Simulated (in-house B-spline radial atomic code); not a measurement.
The mercury ion Hg⁷⁺: [Xe] 4f14 5d5

All numbers are computed (Dirac-Kohn-Sham PBE, spherical fractional occupations; Fermi nucleus of rms radius 5.4648 fm) with a radial B-spline atomic code at the basis-set limit, not measured.

Z_r = [3n² - l(l+1)]/(2<r>); Z_e = n√(-2ε); the last column is Slater's effective charge. Values are occupation-weighted means over j. An effective charge above Z reflects the relativistic contraction of the inner shells.

```json
{"shell": "1s", "electrons": "2", "ε (eV)": "-83105", "<r> (bohr)": "0.01659", "Z_r": "90.39", "Z_e": "78.15", "Slater": "79.70"}
{"shell": "2s", "electrons": "2", "ε (eV)": "-14808", "<r> (bohr)": "0.06926", "Z_r": "86.63", "Z_e": "65.98", "Slater": "75.85"}
{"shell": "2p", "electrons": "6", "ε (eV)": "-12918", "<r> (bohr)": "0.06271", "Z_r": "79.74", "Z_e": "61.63", "Slater": "75.85"}
{"shell": "3s", "electrons": "2", "ε (eV)": "-3596.3", "<r> (bohr)": "0.1801", "Z_r": "74.95", "Z_e": "48.77", "Slater": "68.75"}
{"shell": "3p", "electrons": "6", "ε (eV)": "-3041.2", "<r> (bohr)": "0.181", "Z_r": "69.06", "Z_e": "44.85", "Slater": "68.75"}
{"shell": "3d", "electrons": "10", "ε (eV)": "-2397.5", "<r> (bohr)": "0.165", "Z_r": "63.63", "Z_e": "39.82", "Slater": "58.85"}
{"shell": "4s", "electrons": "2", "ε (eV)": "-874.75", "<r> (bohr)": "0.3991", "Z_r": "60.14", "Z_e": "32.07", "Slater": "52.25"}
{"shell": "4p", "electrons": "6", "ε (eV)": "-690.35", "<r> (bohr)": "0.4237", "Z_r": "54.28", "Z_e": "28.49", "Slater": "52.25"}
{"shell": "4d", "electrons": "10", "ε (eV)": "-455.73", "<r> (bohr)": "0.4487", "Z_r": "46.80", "Z_e": "23.15", "Slater": "40.85"}
{"shell": "5s", "electrons": "2", "ε (eV)": "-222.65", "<r> (bohr)": "0.8872", "Z_r": "42.27", "Z_e": "20.23", "Slater": "22.35"}
{"shell": "4f", "electrons": "14", "ε (eV)": "-203.21", "<r> (bohr)": "0.4804", "Z_r": "37.47", "Z_e": "15.46", "Slater": "29.45"}
{"shell": "5p", "electrons": "6", "ε (eV)": "-170.6", "<r> (bohr)": "0.9976", "Z_r": "36.59", "Z_e": "17.71", "Slater": "22.35"}
{"shell": "5d", "electrons": "5", "ε (eV)": "-106.39", "<r> (bohr)": "1.232", "Z_r": "28.01", "Z_e": "13.98", "Slater": "10.60"}
```

The least bound orbital is 5d5/2 at -105.3 eV, and it is also the most diffuse (<r> = 1.243 bohr).

Spin-orbit splittings of the orbital energies (j = l + 1/2 above j = l - 1/2 when positive): 2p 1948 eV, 3p 431.5 eV, 3d 92.47 eV, 4p 104.2 eV, 4d 19.45 eV, 4f 4.221 eV, 5p 19.72 eV, 5d 2.705 eV.

For the 1s electron the small component carries 9.25 % of the norm, the zero-frequency Breit interaction raises the level by 316.1 eV, self-energy by 203.2 eV, and vacuum polarisation lowers it by 42.07 eV.
